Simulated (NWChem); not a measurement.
**bromine (Br$_{2}$) in NWChem**

SMILES: BrBr
```xyz
2

Br     0.0000     0.0000     1.1492
Br     0.0000     0.0000    -1.1492
```
Charge 0, spin multiplicity 1.

Program: NWChem. The geometry was optimised at PBE0/def2-SVP, a minimum by its harmonic frequencies.

Symmetry labels belong to the abelian group D2h used in the runs, with the axes of the coordinates shown; states degenerate in a higher group split over its labels.

The Hamiltonian is non-relativistic.

Q: List the lowest 6 singlet excitations that TD-LDA (SVWN5)/def2-SVPD gives, with oscillator strengths.

A: 
| state | symmetry | energy (eV) | wavelength (nm) | f |
|---|---|---|---|---|
| 1 | b3u | 2.47 | 501 | 0.001 |
| 2 | b2u | 2.47 | 501 | 0.001 |
| 3 | b2g | 4.50 | 275 | 0.000 |
| 4 | b3g | 4.50 | 275 | 0.000 |
| 5 | b2g | 7.10 | 175 | 0.000 |
| 6 | b3g | 7.10 | 175 | 0.000 |
